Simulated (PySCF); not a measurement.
# Radial density of Mo²⁺ (molybdenum, charge +2)

UHF, [Kr] 4d4, high-spin 5D determinant. Calculation: PySCF 2.14, in def2-QZVPPD with the def2 core potential (28 electrons) (7s5p4d3f2g, 81 functions); scalar relativity through the core potential. This is the valence pseudo-density: the core potential removes the inner electrons and smooths the orbitals near the nucleus.

```json
{"r (bohr)": "0.0649", "4πr²ρ (e/bohr)": "2.967e-05", "4πr²(ρα − ρβ)": "0.0000"}
{"r (bohr)": "0.109", "4πr²ρ (e/bohr)": "0.0001804", "4πr²(ρα − ρβ)": "0.0000"}
{"r (bohr)": "0.184", "4πr²ρ (e/bohr)": "0.001796", "4πr²(ρα − ρβ)": "0.0005"}
{"r (bohr)": "0.309", "4πr²ρ (e/bohr)": "0.03499", "4πr²(ρα − ρβ)": "0.0089"}
{"r (bohr)": "0.519", "4πr²ρ (e/bohr)": "1.092", "4πr²(ρα − ρβ)": "0.1544"}
{"r (bohr)": "0.874", "4πr²ρ (e/bohr)": "9.263", "4πr²(ρα − ρβ)": "1.4133"}
{"r (bohr)": "1.47", "4πr²ρ (e/bohr)": "7.678", "4πr²(ρα − ρβ)": "2.6611"}
{"r (bohr)": "2.47", "4πr²ρ (e/bohr)": "1.186", "4πr²(ρα − ρβ)": "0.9179"}
{"r (bohr)": "4.16", "4πr²ρ (e/bohr)": "0.04663", "4πr²(ρα − ρβ)": "0.0459"}
{"r (bohr)": "6.99", "4πr²ρ (e/bohr)": "7.275e-05", "4πr²(ρα − ρβ)": "0.0001"}
```

Energies and moments cover only the electrons outside the core potential.
